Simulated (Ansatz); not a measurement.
Geometry optimisation, RKS B3LYP/def2-SVP in Ansatz.

input.yaml

```yaml
crystal:
  periodic: [false, false, false]
  atoms:
    - { symbol: Si, position_ang: [0.011254, 0.52039, -0.526112] }
    - { symbol: "N", position_ang: [0.636209, 0.117404, 2.399039] }
    - { symbol: H, position_ang: [-0.099738, -0.577727, 2.634737] }
    - { symbol: H, position_ang: [1.13444, 0.346151, 3.277974] }
    - { symbol: "N", position_ang: [1.652342, 0.092225, -0.624961] }
    - { symbol: H, position_ang: [2.010729, -0.407283, -1.447413] }
    - { symbol: H, position_ang: [2.099594, -0.192056, 0.252905] }
    - { symbol: F, position_ang: [-0.476023, 0.90998, -2.024385] }
    - { symbol: F, position_ang: [-1.014068, -0.662197, -0.070207] }
    - { symbol: H, position_ang: [-0.232819, 1.628303, 0.403866] }
    - { symbol: H, position_ang: [0.112181, 0.97721, 2.132458] }
basis:
  gaussian: { orbitals: def2-SVP }
hamiltonian:
  xc: b3lyp
relax:
  f_tol: 0.03
  max_steps: 50
```

Run as:

```bash
$ ansatz run input.yaml --threads 2 --pin off --max-ram 3072MiB --backend cpu --events-out ev --progress --plain --runs-dir out
```

Question: Where does it end, and by what steps?

Answer: It converged. The force dipped under the threshold on the way, but the program's further checks kept it going. After 39 steps the energy has fallen by 0.181 eV; H4 moved furthest, 1.17 Å.

```
step  energy less start (eV)  largest force component (eV/Å)  accepted
   0                  0.0000                           0.664       yes
   2                 -0.1184                           0.347       yes
   4                 -0.1361                           0.195       yes
   6                 -0.1456                           0.246       yes
   8                 -0.1430                           0.459        no
  10                 -0.1568                           0.169       yes
  12                 -0.1597                           0.088       yes
  14                 -0.1623                           0.081       yes
  16                 -0.1642                           0.066       yes
  18                 -0.1650                           0.093       yes
  20                 -0.1653                           0.057       yes
  22                 -0.1656                           0.028       yes
  24                 -0.1659                           0.027       yes
  26                 -0.1660                           0.144        no
  28                 -0.1655                           0.214        no
  30                 -0.1671                           0.102       yes
  32                 -0.1679                           0.109       yes
  34                 -0.1691                           0.200       yes
  36                 -0.1751                           0.048       yes
  38                 -0.1709                           0.591        no
  39                 -0.1810                           0.018       yes
```

```xyz
11
Properties=species:S:1:pos:R:3
Si 0.009 0.406 -0.288
N 0.406 0.270 2.111
H -0.547 0.078 2.426
H 0.982 -0.493 2.474
N 1.689 0.115 -0.398
H 2.098 -0.004 -1.318
H 2.327 -0.069 0.362
F -0.335 0.497 -1.890
F -0.946 -0.851 0.146
H -0.561 1.673 0.210
H 0.711 1.130 2.572
```

Whether the end is a true minimum wasn't checked by a vibrational analysis.

Time of the run: 110 s on 2 threads of Intel(R) Xeon(R) Platinum 8259CL CPU @ 2.50GHz (Skylake/Cascade Lake), with other jobs on the host, peak memory 0.24 GiB.
